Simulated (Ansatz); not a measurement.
Breaking the I1–H2 bond in HI (multiplicity 1 held). Energies count from the point at 1.615 Å.


R- and RO- levels are restricted; in cc, def2 and unpolarised 6-31G sets they are followed outwards from rest. U- levels take the lowest unrestricted solution at each point, which mixes spins at long bonds. Curves can end on different states.

Frozen-core correlation. Filled d and f shells under p-block atoms count as core.

Codes used: Ansatz (a quantum-chemistry and plane-wave program).  In def2 rows elements past Kr take small-core potentials, without spin–orbit coupling.

Task: One of these levels gives 26.29 kcal/mol for the energy at R = 6.462 Å. Which one is it?
(A) U-HF/def2-TZVPP
(B) U-r2SCAN/def2-TZVPP
(C) R-SCS-MP2/def2-TZVPP
(D) R-HF/def2-TZVPP

Result: C, R-SCS-MP2/def2-TZVPP. The others give 179.95 (R-HF/def2-TZVPP), 52.79 (U-HF/def2-TZVPP), 78.95 (U-r2SCAN/def2-TZVPP)

Doubts at one or more of the structures used: a restricted determinant that unrestricted orbitals would lower (R-HF/def2-TZVPP, R-SCS-MP2/def2-TZVPP); a spin-contaminated determinant (U-HF/def2-TZVPP, U-r2SCAN/def2-TZVPP).
